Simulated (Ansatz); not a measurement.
Relaxation of (Br2Ga-mu-SH)2 (Ga2H2S2Br4) with RKS r2SCAN-D4/def2-SVP.

```sh
$ ansatz run in.yaml --threads 2 --pin off --events-out ev --progress --plain --max-ram 32768MiB --backend cuda --devices 0, --max-vram 18GiB
```

```yaml
crystal:
  periodic: [false, false, false]
  atoms:
    - {symbol: Ga, position_ang: [0.913160, 1.441000, -0.256490]}
    - {symbol: Br, position_ang: [0.182580, 3.491860, -0.959300]}
    - {symbol: Br, position_ang: [3.117880, 0.982530, 0.238700]}
    - {symbol: S, position_ang: [-0.476930, 0.646850, 1.642440]}
    - {symbol: Ga, position_ang: [-1.334540, -1.089900, 0.087610]}
    - {symbol: Br, position_ang: [-3.536890, -0.695970, -0.389110]}
    - {symbol: Br, position_ang: [-0.537130, -3.132960, 0.799700]}
    - {symbol: S, position_ang: [0.093310, -0.327450, -1.796080]}
    - {symbol: H, position_ang: [0.486630, -0.140440, 2.142500]}
    - {symbol: H, position_ang: [1.091930, -1.175520, -1.509960]}
basis:
  gaussian: {orbitals: def2-SVP}
hamiltonian: {xc: r2scan, dispersion: d4}
scf: {lower_state_search: "off"}
output: {orbitals: {seedname: orbitals}}
relax: {f_tol: 0.03, max_steps: 70}
```

It took 24 s on 2 threads of AMD EPYC 7R13 on a shared host and a share (18 GiB) of an NVIDIA H100 80GB HBM3, peak host memory 0.9 GiB.

Positions (Å) and forces (eV/Å) at steps 1, 2, 3, 4, 6, 7, 9 of 9:

```xyz
10
step=1 energy=-406598.2167 eV
Ga    0.913    1.441   -0.256   -0.382   -0.588    0.103
Br    0.183    3.492   -0.959    0.030   -0.169    0.053
Br    3.118    0.983    0.239   -0.178    0.041   -0.041
S    -0.477    0.647    1.642   -0.227    0.085   -0.871
Ga   -1.335   -1.090    0.088    0.546    0.452   -0.037
Br   -3.537   -0.696   -0.389    0.175   -0.004    0.030
Br   -0.537   -3.133    0.800   -0.070    0.166   -0.059
S     0.093   -0.327   -1.796   -0.471    0.499    0.589
H     0.487   -0.140    2.143    0.290   -0.244    0.108
H     1.092   -1.176   -1.510    0.288   -0.238    0.126
10
step=2 energy=-406598.2993 eV
Ga    0.844    1.340   -0.240   -0.133    0.169   -0.069
Br    0.104    3.375   -0.940   -0.012    0.127   -0.037
Br    3.039    0.897    0.249    0.044   -0.027    0.014
S    -0.494    0.661    1.626    0.238   -0.243   -0.220
Ga   -1.242   -1.009    0.079   -0.193    0.103   -0.060
Br   -3.430   -0.604   -0.398   -0.132   -0.007   -0.019
Br   -0.462   -3.044    0.786    0.034   -0.037    0.015
S     0.072   -0.308   -1.798    0.160   -0.089    0.388
H     0.506   -0.178    1.998   -0.032    0.060    0.214
H     1.063   -1.129   -1.364    0.026   -0.054   -0.226
10
step=3 energy=-406598.3388 eV
Ga    0.845    1.364   -0.247    0.046   -0.022    0.013
Br    0.113    3.407   -0.946   -0.019    0.009   -0.006
Br    3.039    0.912    0.245    0.069    0.014    0.007
S    -0.478    0.644    1.611    0.175   -0.142    0.106
Ga   -1.267   -1.013    0.077    0.030   -0.041    0.017
Br   -3.460   -0.617   -0.399   -0.011    0.017   -0.007
Br   -0.478   -3.047    0.784   -0.004   -0.068    0.018
S     0.082   -0.314   -1.770    0.198   -0.169    0.047
H     0.501   -0.154    2.139   -0.225    0.177   -0.165
H     1.103   -1.183   -1.492   -0.258    0.224   -0.031
10
step=4 energy=-406598.3468 eV
Ga    0.863    1.364   -0.244   -0.029    0.030   -0.013
Br    0.111    3.403   -0.946    0.009   -0.025    0.009
Br    3.066    0.939    0.242    0.003    0.003    0.000
S    -0.479    0.644    1.602    0.013   -0.012   -0.004
Ga   -1.264   -1.031    0.083   -0.035    0.024   -0.012
Br   -3.457   -0.614   -0.399    0.027   -0.005    0.006
Br   -0.500   -3.076    0.789   -0.002   -0.003    0.000
S     0.079   -0.310   -1.763    0.010   -0.007    0.013
H     0.492   -0.148    2.120    0.003   -0.002    0.001
H     1.089   -1.170   -1.484    0.003   -0.002    0.001
10
step=6 energy=-406598.3485 eV
Ga    0.849    1.374   -0.249    0.054   -0.006    0.011
Br   -0.092    3.331   -0.959    0.031   -0.054    0.020
Br    3.094    1.120    0.195   -0.094    0.021   -0.022
S    -0.397    0.575    1.633    0.020   -0.017   -0.003
Ga   -1.276   -1.019    0.077    0.014   -0.051    0.017
Br   -3.414   -0.410   -0.450    0.060   -0.022    0.016
Br   -0.682   -3.130    0.774   -0.036    0.087   -0.031
S     0.161   -0.378   -1.728    0.016   -0.012    0.018
H     0.594   -0.246    2.067   -0.031    0.025   -0.020
H     1.163   -1.218   -1.361   -0.034    0.029   -0.006
10
step=7 energy=-406598.3494 eV
Ga    0.852    1.369   -0.247    0.033    0.032   -0.004
Br   -0.030    3.352   -0.955   -0.003   -0.028    0.007
Br    3.088    1.095    0.201   -0.032   -0.008   -0.003
S    -0.416    0.591    1.627    0.012   -0.012   -0.009
Ga   -1.270   -1.020    0.079   -0.028   -0.037    0.006
Br   -3.426   -0.471   -0.434    0.028    0.007    0.003
Br   -0.657   -3.121    0.776    0.003    0.032   -0.009
S     0.142   -0.363   -1.737    0.008   -0.004    0.017
H     0.571   -0.224    2.079   -0.010    0.008   -0.005
H     1.146   -1.207   -1.389   -0.010    0.009   -0.004
10
step=9 energy=-406598.3499 eV
Ga    0.852    1.369   -0.247    0.015    0.003    0.002
Br   -0.052    3.341   -0.955    0.003   -0.006    0.002
Br    3.086    1.094    0.202   -0.019    0.004   -0.004
S    -0.412    0.587    1.628    0.008   -0.007   -0.001
Ga   -1.270   -1.020    0.079   -0.001   -0.015    0.004
Br   -3.418   -0.449   -0.439    0.006   -0.002    0.002
Br   -0.656   -3.120    0.775   -0.007    0.017   -0.006
S     0.146   -0.366   -1.735    0.007   -0.005    0.008
H     0.575   -0.228    2.077   -0.007    0.006   -0.002
H     1.149   -1.209   -1.384   -0.007    0.006   -0.003
```
